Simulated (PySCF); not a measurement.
Compound: C₄H₈Si.
Atom-mapped SMILES: `[CH3:1][C:2]#[C:3][CH2:4][SiH3:5]` (hydrogens: H6, H7, H8 on C1; H9, H10 on C4; H11, H12, H13 on Si5)

Method: PySCF, PBE0-D3(BJ)/def2-SVP geometry optimisation, gas phase; density fitting, grid level 1; the optimiser is geomeTRIC in internal coordinates, started from a GFN2-xTB structure with every atom displaced at random (about 0.01 Å).

Step 0: E = -12140.2538 eV
```
atom  x, y, z in Å  |  force x, y, z in eV/Å
C1      2.7393    0.5686   -0.2163   -1.562   1.067  -0.144
C2      1.4018    0.0510    0.0757    0.641   0.089  -0.157
C3      0.3093   -0.4053    0.3244    1.744   0.618  -0.298
C4     -0.9442   -0.9401    0.6267   -2.228  -0.010   0.672
Si5    -2.3727    0.1626   -0.0701    0.655  -0.453   0.730
H6      3.1356    1.0717    0.6650    0.336   0.086   0.294
H7      2.6586    1.3347   -1.0156    0.184  -0.185   0.140
H8      3.4028   -0.1992   -0.5473    0.792  -0.846  -0.279
H9     -1.0531   -1.9401    0.2209   -0.137  -0.631  -0.301
H10    -1.0835   -1.0465    1.7239   -0.068   0.091  -0.193
H11    -3.6645   -0.4486    0.2919   -0.387  -0.138   0.056
H12    -2.2641    1.4974    0.5542   -0.021   0.280   0.078
H13    -2.2596    0.2769   -1.5222    0.052   0.034  -0.595
```

Question: Estimate the geometry and energy of step 1. (The exact step hangs on the optimiser's Hessian estimate; all steps are aligned on step 0, rigid shifts and turns removed.)

Answer: E = -12140.3831 eV, largest force 0.516 eV/Å
```
atom  x, y, z in Å  |  force x, y, z in eV/Å
C1      2.7242    0.6079   -0.2251    0.313  -0.247  -0.020
C2      1.4237    0.0368    0.0694    0.017   0.051   0.021
C3      0.3421   -0.4424    0.3319   -0.474  -0.196   0.054
C4     -0.9876   -0.9796    0.6203    0.373   0.119  -0.039
Si5    -2.3575    0.1693   -0.0215    0.020  -0.074  -0.237
H6      3.1111    1.1828    0.6318   -0.008  -0.006  -0.019
H7      2.6804    1.2832   -1.0908   -0.002   0.065  -0.067
H8      3.4655   -0.1860   -0.4574   -0.181   0.218   0.062
H9     -1.1068   -1.9833    0.1738   -0.050   0.073  -0.037
H10    -1.1148   -1.1117    1.7047   -0.038  -0.009   0.145
H11    -3.7059   -0.3936    0.3057    0.034  -0.010   0.025
H12    -2.2415    1.5307    0.5787    0.037  -0.024   0.030
H13    -2.2271    0.2689   -1.5106   -0.040   0.040   0.084
```

The energy changes by -0.1293 eV. The first-order estimate −F·Δx gives -0.3190 eV and the mean of the old and new forces, exact on a quadratic surface, -0.1309 eV. The step makes an angle of 73° with the force vector and moves no atom by more than 0.119 Å.

The cost below is that of the whole optimisation. The run took 22 s wall on one thread, Arm Neoverse V2 (aarch64), shared host with 96 logical CPUs at a one-minute load of 84, and the process peaked at 0.46 GiB of memory.
